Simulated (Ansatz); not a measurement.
`N=C(F)[SiH](N)Cl`. The species carries charge 0 and has multiplicity 1. The structure was optimised at the PBE0-D4/def2-TZVP level. It is one conformer, not always the lowest.

```xyz
10

N     0.667    1.635   -0.604
C     1.071    0.507   -0.257
F     2.381    0.164   -0.288
Si   -0.107   -0.865    0.307
N    -1.579   -0.078    0.541
Cl   -0.052   -2.294   -1.178
H     1.420    2.252   -0.912
H     0.371   -1.551    1.523
H    -2.419   -0.544    0.838
H    -1.753    0.774    0.030
```

Task: What is the dipole moment at B3LYP/def2-TZVPP? (An estimate is asked.)

Result: Ansatz gave: 1.68 D, with components (-1.23, 0.83, 0.78) D in this frame, pointing from negative to positive charge.

Task: And with PBE, r2SCAN, ωB97M-V? (Estimate.)

Result: The calculation gave: PBE 1.63 D, r2SCAN 1.67 D, ωB97M-V 1.66 D.

Task: Give the Mulliken charges with B3LYP, PBE, ωB97M-V in def2-TZVPP. (Estimate.)

Result: Computed: 
```
atom  B3LYP    PBE  ωB97M-V
  N1  -0.26  -0.24    -0.25
  C2   0.15   0.11     0.14
  F3  -0.20  -0.15    -0.19
 Si4   0.55   0.45     0.50
  N5  -0.37  -0.36    -0.34
 Cl6  -0.25  -0.23    -0.22
  H7   0.15   0.16     0.13
  H8  -0.07  -0.06    -0.03
  H9   0.14   0.15     0.12
 H10   0.16   0.17     0.14
```

B3LYP here is the variant with VWN-RPA as its local correlation; programs differ in this.
